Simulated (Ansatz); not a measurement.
C$_{3}$H$_{8}$OSi, SMILES `CC[Si]OC` at its PBE0-D4/def2-TZVP geometry, where that method's forces vanish. Charge 0, multiplicity 1.

```xyz
13

C    -1.4344   -0.5899    0.5713
C    -1.0992    0.1565   -0.7251
Si   -0.2438    1.8203   -0.3187
O     1.2962    1.3791    0.0615
C     1.9952    0.1583    0.0738
H    -1.9986    0.0409    1.2663
H    -2.0422   -1.4788    0.3837
H    -0.5324   -0.9150    1.0961
H    -2.0237    0.3927   -1.2641
H    -0.5043   -0.4765   -1.3940
H     2.2042   -0.1313    1.1070
H     1.4361   -0.6463   -0.4118
H     2.9469    0.2901   -0.4462
```

(1) What forces (eV/Å) does PBE-D4/def2-TZVPP give on these atoms in the Gaussian-basis code of Ansatz? (Best estimate.)

Results:

(1) Computed: 
```
C1   0.001  0.003  0.004
C2  -0.009  0.011 -0.027
Si3 -0.442  0.353 -0.086
O4   0.285  0.332  0.141
C5   0.127 -0.227 -0.010
H6  -0.108  0.116  0.144
H7  -0.124 -0.183 -0.026
H8   0.169 -0.069  0.111
H9  -0.173  0.042 -0.117
H10  0.115 -0.124 -0.141
H11  0.056 -0.071  0.216
H12 -0.110 -0.197 -0.103
H13  0.214  0.015 -0.104
```
